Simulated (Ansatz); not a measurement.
`O=[C](O)[GeH3]` + H₂ → `O=[CH][GeH3]` + H₂O  (hydrogenolysis of a C–O bond)

Calculated with Ansatz (gas phase, PBE0-D4/def2-TZVP geometries, no zero-point term in ΔE). CCSD(T)/CBS is the MP2 limit (def2-TZVPP, def2-QZVPP) plus CCSD(T) − MP2 in def2-TZVPP, frozen cores. This one scheme is used for every species. DFT in def2-TZVPP. HSE06 is defined as in plane-wave codes. For Ge outer-core shells are correlated without core-valence functions, which leaves a few kJ/mol of doubt a bond. Scalar relativity is left out up to krypton. One conformer a species, not always the lowest.

**Question.** Is it downhill or uphill in electronic energy at CCSD(T)/CBS, and by how much? (Best estimate.)

**Answer.** Computed: Uphill: ΔE = +4.2 kcal/mol.

**Question.** What do these levels give: B97M-V, r2SCAN0-D4, ωB97X-V, revPBE, r2SCAN, PBE0, HSE06, LC-ωPBE, CCSD(T)/def2-SVP, HF/def2-TZVPP, CCSD/def2-TZVPP, MP2/def2-QZVPP? (An estimate is asked.)

**Answer.** The calculation gave: B97M-V 7.0, r2SCAN0-D4 7.6, ωB97X-V 7.4, revPBE 6.4, r2SCAN 8.8, PBE0 6.3, HSE06 6.4, LC-ωPBE 6.7, CCSD(T)/def2-SVP 9.2, HF/def2-TZVPP 2.9, CCSD/def2-TZVPP 3.9, MP2/def2-QZVPP 5.7 kcal/mol.

**Question.** What do rigid-rotor, harmonic-oscillator terms from PBE0-D4/def2-TZVP frequencies (298.15 K, 1 bar) make of the CCSD(T)/CBS value? (Estimate.)

**Answer.** Computed: ΔZPE = +3.1 kcal/mol, ΔH = +7.2 kcal/mol, ΔS = 30 J/(mol·K), ΔG = +5.0 kcal/mol. Modes under 50 cm⁻¹ make the entropy rough.

Largest T1 diagnostic among the species: 0.015.

From r2SCAN to r2SCAN0 (25 % exact exchange), in def2-TZVPP and without D4, ΔE moves by −1.4 kcal/mol. At CCSD(T), def2-SVP lies +5.1 kcal/mol from the extrapolated value and def2-TZVPP +1.0 kcal/mol.
